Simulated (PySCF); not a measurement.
Working out the ionisation energy of F⁺

F⁺ [He] 2s2 2p4 (3P) → F²⁺ [He] 2s2 2p3 (4S). Calculation: PySCF 2.14, in cc-pVTZ-DK (4s3p2d1f, 30 functions); the spin-free X2C one-electron Hamiltonian (Gaussian nucleus). Frozen: 1s2. Energies in hartree (1 hartree = 27.21139 eV):

```csv
part,F⁺ (lower),F²⁺ (upper)
UHF,-98.917568,-97.690925
CCSD correlation,-0.158590,-0.113170
(T),-0.002047,-0.001161
```

Question: What does Hartree-Fock give?

Answer: (-97.690925) − (-98.917568) = 1.226643 hartree = 33.379 eV.

Question: What do CCSD and CCSD(T) give?

Answer: The CCSD correlation energies differ by 0.045420 hartree = 1.236 eV and the triples by 0.000886 hartree = 0.024 eV, so CCSD gives 34.615 eV and CCSD(T) 34.639 eV.

Measured between the centres of the two terms (NIST): 34.950 eV, so CCSD(T) (valence) is off by -0.311 eV.

What remains against the reference includes basis incompleteness, the frozen core and higher excitations.
